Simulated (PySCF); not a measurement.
**Orbital picture of SiAs**

PBE0 at R = 2.182 Å; basis Si cc-pV(D+d)Z, As cc-pVDZ-PP with ECP10; scalar-relativistic core potentials; PySCF 2.14. State: ²Σ⁺ (doublet), unpaired electrons σ ↑, a second solution, started from another occupation. Only the outer orbitals are listed, counted within each symmetry, core potentials removing the inner ones.

| spin | orbital | occ. | ε (eV) | on Si (%) | main shells (%) |
| --- | --- | --- | --- | --- | --- |
| α | 7σ | 1 | -17.38 | 25 | 73 As s, 19 Si s |
| α | 8σ | 1 | -12.15 | 67 | 64 Si s, 19 As s, 14 As p |
| α | 9σ | 1 | -7.87 | 52 | 45 As p, 44 Si p, 8 Si s |
| α | 4π | 1 | -6.64 | 38 | 61 As p, 37 Si p |
| α | 4π | 1 | -6.64 | 38 | 61 As p, 37 Si p |
| α | 5π | 0 | -2.33 | 63 | 62 Si p, 35 As p |
| α | 5π | 0 | -2.33 | 63 | 62 Si p, 35 As p |
| α | 10σ | 0 | 0.84 | 76 | 59 Si p, 28 As p, 9 Si d |
| β | 7σ | 1 | -16.64 | 25 | 73 As s, 20 Si s |
| β | 8σ | 1 | -11.13 | 67 | 66 Si s, 21 As s, 11 As p |
| β | 4π | 1 | -6.46 | 39 | 60 As p, 38 Si p |
| β | 4π | 1 | -6.46 | 39 | 60 As p, 38 Si p |
| β | 9σ | 0 | -4.81 | 52 | 46 As p, 42 Si p, 10 Si s |
| β | 5π | 0 | -2.02 | 62 | 61 Si p, 37 As p |
| β | 5π | 0 | -2.02 | 62 | 61 Si p, 37 As p |

Task: Which are the highest filled and the lowest empty level, where do they sit, and how wide is the gap?

Result: Highest filled β 4π at -6.46 eV (in %: 60 As p, 38 Si p); lowest empty β 9σ at -4.81 eV (in %: 46 As p, 42 Si p, 10 Si s); the gap at PBE0 is 1.65 eV.

```
bond order (Mayer)                               : 2.70
⟨S²⟩                                             : 0.759
charge on Si (Mulliken, basis-dependent)         : 0.08
charge on Si (Löwdin, basis-dependent)           : 0.08
dipole moment (positive dipole means Si(−)As(+)) : -1.02 D
```

Spin–orbit coupling is left out.
